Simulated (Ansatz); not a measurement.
Reaction (silylene formation by 1,1-elimination): `N[Si@H](F)O[Si@@H](N)O` → `N[SiH](O)F` + `N[Si]O`

Isolated molecules relaxed with PBE0-D4/def2-TZVP in Ansatz; ΔE leaves out vibrations. CCSD(T)/CBS is the MP2 limit (def2-TZVPP, def2-QZVPP) plus CCSD(T) − MP2 in def2-TZVPP, frozen cores. This one scheme is used for every species. DFT in def2-TZVPP. Each species was taken in one conformer, which may not be the lowest.

CCSD(T)/CBS gives +272.7 kJ/mol.

(1) Another level gave +277.7 kJ/mol. Which?
A. r2SCAN/def2-TZVPP
B. ωB97M-V/def2-TZVPP
C. PBE0-D4/def2-TZVPP
D. HF/def2-TZVPP

Largest T1 diagnostic among the species: 0.014.

## Answers

(1) A. r2SCAN 277.7, HF/def2-TZVPP 281.8, ωB97M-V 263.1, PBE0-D4 270.3 kJ/mol.

The D4 term adds +18.8 kJ/mol with B3LYP and +10.8 kJ/mol with PBE0; it sums over pairs of atoms, weighted by their polarisabilities, and B3LYP, whose exchange is more repulsive, gets the larger term. From PBE to PBE0 (25 % exact exchange), in def2-TZVPP and without D4, ΔE moves by +23.6 kJ/mol.

B3LYP here is the variant with VWN-RPA as its local correlation; programs differ in this.
